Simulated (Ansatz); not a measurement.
`NC(O)O[SiH3]` and `N[CH](O)[GeH3]` differ in one atom or group.

Ansatz, PBE0-D4/def2-TZVP geometries, multiplicity 1. Each molecule was computed in one conformer, which needn't be the lowest.

Scalar relativity is left out up to krypton.

| property | `NC(O)O[SiH3]` |
| --- | --- |
| HOMO–LUMO gap (PBE0/def2-TZVPP) / eV | 8.49 |
| size of the dipole moment (PBE/def2-TZVPP) / D | 1.54 |
| LUMO energy (PBE/def2-TZVPP) / eV | -0.32 |
| HOMO energy (PBE0/def2-TZVPP) / eV | -7.94 |
| HOMO energy (ωB97M-V/def2-TZVPP) / eV | -10.38 |
| LUMO energy (PBE0/def2-TZVPP) / eV | 0.54 |

Give the same properties after the change, and the shifts. (Estimate.)

Computed: 
```
                                      property  `N[CH](O)[GeH3]`  shift
          HOMO–LUMO gap (PBE0/def2-TZVPP) / eV              7.20  -1.29
size of the dipole moment (PBE/def2-TZVPP) / D              2.26   0.72
             LUMO energy (PBE/def2-TZVPP) / eV             -0.36  -0.04
            HOMO energy (PBE0/def2-TZVPP) / eV             -6.73   1.21
         HOMO energy (ωB97M-V/def2-TZVPP) / eV             -9.04   1.34
            LUMO energy (PBE0/def2-TZVPP) / eV              0.47  -0.07
```

With PBE0 the HOMO rises by 1.21 eV and the LUMO falls by 0.07 eV, so the gap narrows by about 1.28 eV. PBE moves the HOMO by 1.05 eV and ωB97M-V by 1.34 eV. Dipoles are sizes alone; their direction can turn.
